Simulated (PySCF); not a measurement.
```csv
wavenumber (cm⁻¹),absorption (km/mol per cm⁻¹)
0,0.002
6,0.002
12,0.002
18,0.002
24,0.002
30,0.002
37,0.002
43,0.002
49,0.002
55,0.003
61,0.003
67,0.003
73,0.003
79,0.003
85,0.003
91,0.004
97,0.004
104,0.004
110,0.004
116,0.005
122,0.005
128,0.006
134,0.006
140,0.006
146,0.007
152,0.008
158,0.008
164,0.009
171,0.010
177,0.012
183,0.013
189,0.015
195,0.017
201,0.019
207,0.022
213,0.026
219,0.031
225,0.038
231,0.048
238,0.061
244,0.080
250,0.111
256,0.164
262,0.277
268,0.521
274,0.967
280,2.982
286,6.216
292,1.851
298,0.679
305,0.338
311,0.200
317,0.132
323,0.093
329,0.070
335,0.054
341,0.043
347,0.035
353,0.029
359,0.024
```

This is the computed harmonic infrared spectrum of singlet [ClSe2]-, Lorentzian lines of 9 cm⁻¹ full width. All numbers come from PBE/[Cl def2-SVPD, Se def2-SVPD], no relativity, density fitting, PySCF.

Question: Which bands make it up, and how are they assigned?

Answer: In C2v symmetry, counting bands above 1 % of the strongest: 267 cm⁻¹ (a1, 1.4 km/mol); 285 cm⁻¹ (b2, 93 km/mol).

This need not be the most stable arrangement of these atoms. The lowest empty level of this anion is unbound, so it and the gap depend on the basis.
